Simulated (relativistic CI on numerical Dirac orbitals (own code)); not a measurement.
How well does a small relativistic CI reproduce Zr VI?

Computed by Dirac-Coulomb-Breit CI, separate exchange-only KLI orbitals for each configuration, a model potential for QED, valence Slater integrals scaled by 0.85, P86 correlation energy added to each configuration (own radial code, finite nucleus).

Configuration list (outside the closed core [Ar] 3d10): 4s2.4p5, 4s.4p6, 4s2.4p4.4d, 4s.4p5.4d, 4s2.4p4.4f, 4s2.4p4.5s, 4s.4p5.4f, 4s2.4p4.5p, 4s2.4p4.5d, 4s2.4p4.6s, 4p6.4d, 4s2.4p4.6p, 4s.4p4.4d2, 4p5.4d2, 4p4.4d3, 4p4.4d2.4f, 4p4.4d2.5s. Double excitations out of closed p, d and f shells are left out; levels of such configurations are missing from the list, as are those of other unlisted configurations, and high levels can miss mixing partners. These lack a partner that the ground configuration has and come out too high: 4s2.4p4.5p, 4s2.4p4.5d, 4s2.4p4.6s, 4s2.4p4.6p.

| Configuration | Term (tabulated) | J | Measured (cm⁻¹) | Computed | Error | Purity (%) |
| --- | --- | --- | --- | --- | --- | --- |
| 4s2.4p5 | 2P° | 3/2 | 0.0 | 0 | 0 | 99 |
| 4s2.4p5 | 2P° | 1/2 | 15602.8 | 15524 | -78 | 99 |
| 4s.4p6 | 2S | 1/2 | 191570.7 | 189628 | -1942 | 76 |
| 4s2.4p4.4d | 4D | 5/2 | 248940.1 | 247572 | -1368 | 87 |
| 4s2.4p4.4d | 4D | 7/2 | 249322.9 | 247966 | -1356 | 90 |
| 4s2.4p4.4d | 4D | 3/2 | 250017.6 | 248644 | -1373 | 84 |
| 4s2.4p4.4d | 4D | 1/2 | 251818.7 | 250477 | -1341 | 81 |
| 4s2.4p4.4d | 4F | 9/2 | 261642.9 | 260348 | -1294 | 89 |
| 4s2.4p4.4d | 4F | 7/2 | 266145.4 | 264803 | -1343 | 64 |
| 4s2.4p4.4d | 4F | 5/2 | 271374.4 | 270087 | -1287 | 92 |
| 4s2.4p4.4d | 4P | 1/2 | 272091.3 | 269404 | -2687 | 92 |
| 4s2.4p4.4d | 4P | 5/2 | 278742.2 | 276096 | -2646 | 79 |
| 4s2.4p4.4d | 2G | 7/2 | 285967.1 | 285055 | -912 | 72 |
| 4s2.4p4.4d | 2G | 9/2 | 286411.5 | 285484 | -928 | 89 |
| 4s2.4p4.4d | 2F | 5/2 | 287142.4 | 285492 | -1650 | 79 |
| 4s2.4p4.4d | 2F | 5/2 | 299608.7 | 297013 | -2596 | 88 |
| 4s2.4p4.4d | 2F | 7/2 | 303517.2 | 300795 | -2722 | 95 |
| 4s2.4p4.4d | 2S | 1/2 | 334694.9 | 331636 | -3059 | 73 |
| 4s2.4p4.4d | 2D | 5/2 | 343709.5 | 345258 | 1548 | 95 |
| 4s2.4p4.4d | 2D | 3/2 | 358168.1 | 360146 | 1978 | 84 |
| 4s2.4p4.5s | 4P | 5/2 | 364827.1 | 373640 | 8813 | 92 |
| 4s2.4p4.5s | 4P | 1/2 | 377452.0 | 386367 | 8915 | 90 |
| 4s2.4p4.5s | 4P | 3/2 | 379776.7 | 388773 | 8996 | 61 |
| 4s2.4p4.5s | 2P | 1/2 | 384781.4 | 393885 | 9104 | 93 |
| 4s2.4p4.5s | 2D | 5/2 | 393555.3 | 402974 | 9419 | 92 |
| 4s2.4p4.5s | 2D | 3/2 | 394195.5 | 403649 | 9454 | 87 |
| 4s2.4p4.5p | 4P° | 3/2 | 421258.0 | 430449 | 9191 | 62 |
| 4s2.4p4.5p | 4P° | 5/2 | 421991.2 | 430970 | 8979 | 68 |
| 4s2.4p4.5s | 2S | 1/2 | 423223.5 | 432698 | 9475 | 85 |
| 4s2.4p4.5p | 2D° | 5/2 | 427118.7 | 436022 | 8903 | 62 |
| 4s2.4p4.5p | 4D° | 7/2 | 427649.1 | 436123 | 8474 | 90 |
| 4s2.4p4.5p | 4D° | 5/2 | 440554.9 | 449264 | 8709 | 59 |
| 4s2.4p4.5p | 2S° | 1/2 | 444340.1 | 453398 | 9058 | 64 |
| 4s2.4p4.5p | 2F° | 5/2 | 449730.7 | 459129 | 9398 | 84 |
| 4s2.4p4.5p | 2F° | 7/2 | 452999.9 | 462274 | 9274 | 89 |
| 4s2.4p4.5p | 2P° | 3/2 | 455878.2 | 465121 | 9243 | 67 |
| 4s2.4p4.5p | 2D° | 3/2 | 459077.6 | 467925 | 8847 | 66 |
| 4s2.4p4.5p | 2D° | 5/2 | 459580.8 | 468315 | 8734 | 92 |
| 4s2.4p4.5p | 2P° | 1/2 | 464724.0 | 473585 | 8861 | 97 |
| 4s2.4p4.5d | 4D | 5/2 | 514465.3 | 521821 | 7355 | 69 |
| 4s2.4p4.5d | 4D | 7/2 | 514487.0 | 521828 | 7341 | 72 |
| 4s2.4p4.5d | 4D | 3/2 | 515170.7 | 522492 | 7321 | 58 |
| 4s2.4p4.5d | 2F | 7/2 | 518061.5 | 525032 | 6970 | 65 |
| 4s2.4p4.5d | 4F | 3/2 | 528976.1 | 536042 | 7065 | 71 |
| 4s2.4p4.5d | 4F | 5/2 | 529351.7 | 536390 | 7038 | 55 |

Measured levels from measured levels as listed in Rauch et al., Astron. Astrophys. 599, A142 (2017); pairs were made by configuration, J and term (by order where the table uses no LS term), so strongly mixed levels may be paired wrongly.

Mean error by configuration (cm⁻¹): 4s2.4p5 -78; 4s.4p6 -1942; 4s2.4p4.4d -1355; 4s2.4p4.5s 9168; 4s2.4p4.5p 8973; 4s2.4p4.5d 7182. Over the excited levels the mean absolute error is 5615 cm⁻¹ (44 of the 69 excited levels that our extract of the source holds in range could be paired, and the others can miss by more), and the median relative error of those above 1,000 cm⁻¹ is 1.4 %.
